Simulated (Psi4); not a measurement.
**WClO2F (SMILES [O]=[W](=[O])([F])[Cl]): methods side by side**

The species is WClO2F (5 atoms), meant as a singlet with charge 0. As SMILES, `[O]=[W](=[O])([F])[Cl]`. The shape was relaxed beforehand at PBE0/def2-TZVP.

Quantity: the HOMO–LUMO gap, in eV. The values are calculated.

```json
{"level": "PBE-D4/def2-TZVPP (density fitting, core potential)", "kind": "GGA", "program": "Psi4", "value (eV)": "4.46", "CPU time": "42 s"}
{"level": "r2SCAN-D4/def2-TZVPP (density fitting, core potential)", "kind": "meta-GGA", "program": "Psi4", "value (eV)": "4.90", "CPU time": "70 s"}
{"level": "B3LYP-D4/def2-TZVPP (density fitting, core potential)", "kind": "global hybrid", "program": "Psi4", "value (eV)": "6.31", "CPU time": "38 s"}
{"level": "PBE0-D4/def2-TZVPP (density fitting, core potential)", "kind": "global hybrid", "program": "Psi4", "value (eV)": "6.82", "CPU time": "34 s"}
{"level": "wB97M-V/def2-TZVPP (density fitting, core potential)", "kind": "range-separated hybrid", "program": "Psi4", "value (eV)": "11.31", "CPU time": "78 s"}
```

The values span 4.46 to 11.31 eV. Orbital gaps aren't excitation energies; they tend to grow with the share of exact exchange. CPU times are rough (shared hosts, several kinds of processor and program).
